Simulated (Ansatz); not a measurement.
K2S, relaxed as a singlet with RKS r2SCAN-D4/def2-TZVP in Ansatz, starting from the GFN2-xTB geometry. Force threshold 0.02 eV/Å.

The structure comes from a short search, and lower isomers may exist.

Start:

```xyz
3

K    -1.8669   -0.6437    1.5663
K     2.2299    0.8954   -0.7562
S    -0.3630   -0.2517   -0.8100
```

| step | energy (eV) | largest force component (eV/Å) | SCF passes |
| --- | --- | --- | --- |
| 1 | -43483.8982 | 0.369 | 30 |
| 2 | -43483.9319 | 0.203 | 34 |
| 3 | -43483.9622 | 0.072 | 33 |
| 4 | -43483.9724 | 0.053 | 32 |
| 5 | -43483.9776 | 0.013 | 31 |
| 6 | -43483.9792 | 0.045 | 32 |
| 7 | -43483.9800 | 0.023 | 31 |
| 8 | -43483.9804 | 0.009 | 33 |
| 9 | -43483.9806 | 0.008 | 32 |
| 10 | -43483.9806 | 0.009 | 32 |

Force components are those of the run's own axes.

End:

```xyz
3

K    -2.265   -0.851    1.287
K     2.268    0.852   -1.281
S    -0.002   -0.002   -0.007
```

By distances, no bond broke or formed. The bond that changes most is K1–S3, from 2.84 to 2.74 Å (atoms count from 1). The end is the same structure that another start reached, the lowest one found.

The force fell under the threshold at step 5, but the optimiser went on and released 0.003 eV more. No frequencies were taken in this run, so the end may be a saddle point.

It took 24 s on 4 threads of Arm Neoverse V1 on a shared host.
